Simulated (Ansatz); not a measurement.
`[OH][Al]1[CH2][GaH]1` + H₂ → `[CH2]1[AlH][GaH]1` + H₂O at 600 K and 1 bar (hydrogenolysis of the Al–O bond).

Program: Ansatz. Geometries: PBE0-D4/def2-TZVP. ΔE: electronic, gas phase. CCSD(T)/CBS is the MP2 limit (def2-TZVPP, def2-QZVPP) plus CCSD(T) − MP2 in def2-TZVPP, frozen cores. This one scheme is used for every species. For Ga outer-core shells are correlated without core-valence functions, which leaves a few kJ/mol of doubt a bond. Scalar relativity is left out up to krypton. One conformer a species, not always the lowest.

```
               species  CCSD(T)/CBS energy (Eh)  H − E (kJ/mol)  S (J/(mol·K))
`[OH][Al]1[CH2][GaH]1`              -2281.59000           173.1          427.7
                    H₂                 -1.17544            43.9          150.8
   `[CH2]1[AlH][GaH]1`              -2206.34022           144.4          381.7
                   H₂O                -76.37941            76.8          212.8
```

H − E and S are ideal-gas, rigid-rotor, harmonic terms from PBE0-D4/def2-TZVP, for one conformer and one mirror image of each species. The MP2-based limit puts H₂ 0.8 mEh under its directly extrapolated value; such offsets cancel only in part. 1 Eh = 2625.50 kJ/mol, R = 8.31446 J/(mol·K).

By hand: ΔE, ΔH, ΔS and ΔG.

ΔE = (-2206.34022) + (-76.37941) − (-2281.59000) − (-1.17544) = 0.04581 Eh = 120.3 kJ/mol. Δ(H − E) = 144.4 + 76.8 − 173.1 − 43.9 = 4.2, so ΔH = 124.5 kJ/mol. ΔS = 381.7 + 212.8 − 427.7 − 150.8 = 16.0 J/(mol·K). ΔG = 124.5 − 600 × (16.0)/1000 = 114.9 kJ/mol.

By hand: the equilibrium constant, and the temperature at which ΔG would vanish if ΔH and ΔS stayed fixed.

log₁₀ K = −ΔG/(RT ln 10) = -10.0. ΔG = 0 at ΔH/ΔS = 7781 K, far beyond where these terms or the molecules hold.

ΔH outweighs TΔS. A doubt of 5 kJ/mol in ΔE shifts log₁₀ K by 0.4 here. Other conformers and mirror images would add mixing entropy, several J/(mol·K) or more a flexible species. These are equilibria of isolated gas molecules and say nothing of rates. Largest T1 diagnostic: 0.015 (customary marks: 0.02 for closed shells, 0.045 for open ones).
